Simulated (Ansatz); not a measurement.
One change: `BC(O)CC` becomes `CCC(C)O`.

Ansatz, PBE0-D4/def2-TZVP geometries, multiplicity 1. Each molecule was computed in one conformer, which needn't be the lowest. `BC(O)CC` holds a close contact that its SMILES doesn't draw: O···B 1.67 Å.

```csv
property,`BC(O)CC`
LUMO energy (B3LYP/def2-TZVPP) / eV,-0.13
LUMO energy (ωB97M-V/def2-TZVPP) / eV,1.72
HOMO–LUMO gap (ωB97M-V/def2-TZVPP) / eV,12.01
size of the dipole moment (PBE/def2-TZVPP) / D,2.59
HOMO energy (ωB97M-V/def2-TZVPP) / eV,-10.29
size of the dipole moment (ωB97M-V/def2-TZVPP) / D,2.54
```

**Question.** What does the change do to each property? (An estimate is asked.)

**Answer.** Ansatz gave: 
```tsv
property	`CCC(C)O`	shift
LUMO energy (B3LYP/def2-TZVPP) / eV	0.63	0.76
LUMO energy (ωB97M-V/def2-TZVPP) / eV	2.43	0.71
HOMO–LUMO gap (ωB97M-V/def2-TZVPP) / eV	12.57	0.56
size of the dipole moment (PBE/def2-TZVPP) / D	1.53	-1.06
HOMO energy (ωB97M-V/def2-TZVPP) / eV	-10.13	0.16
size of the dipole moment (ωB97M-V/def2-TZVPP) / D	1.63	-0.91
```

With PBE0 the HOMO rises by 0.26 eV and the LUMO rises by 0.76 eV, so the gap widens by about 0.50 eV. PBE moves the HOMO by 0.53 eV and ωB97M-V by 0.16 eV. Dipoles are sizes alone; their direction can turn.

B3LYP here is the variant with VWN-RPA as its local correlation; programs differ in this.
